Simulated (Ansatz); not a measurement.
Reactions of `F[Si]O[SiH3]`.

Calculated with Ansatz (gas phase, PBE0-D4/def2-TZVP geometries, no zero-point term in ΔE). CBS: MP2 limit from def2 TZ/QZ plus the TZ coupled-cluster correction, frozen cores. This one scheme is used for every species. def2 core potentials past Kr. For In, Sn outer-core shells are correlated without core-valence functions, which leaves a few kJ/mol of doubt a bond. Each species was taken in one conformer, which may not be the lowest.

Order these by ΔE at CCSD(T)/CBS, lowest first. (Best estimate.)
A. `F[Si]O[SiH3]` + H₂S → `[SiH3]O[Si]S` + H–F
B. `F[Si]O[SiH3]` + `[OH][InH][SH]` → `O[Si]O[SiH3]` + `[F][InH][SH]`
C. `F[Si]O[SiH3]` + H₂S → `F[Si]S` + `O[SiH3]`
D. `F[Si]O[SiH3]` + `[AlH2][NH][SiH3]` → `[AlH2][N]([SiH3])[SiH3]` + `O[Si]F`
E. `F[Si]O[SiH3]` + `[OH][Sn][OH]` → `[OH][Sn][O][SiH3]` + `O[Si]F`
F. `F[Si]O[SiH3]` + H₂ → `F[SiH]` + `O[SiH3]`
G. `F[Si]O[SiH3]` + H–F → `F[Si]F` + `O[SiH3]`

G (-4.2 kcal/mol), E (-2.1 kcal/mol), B (+1.1 kcal/mol), D (+10.4 kcal/mol), C (+17.0 kcal/mol), A (+21.0 kcal/mol), F (+41.5 kcal/mol).

Largest T1 diagnostic: 0.018, for `[OH][Sn][OH]`.
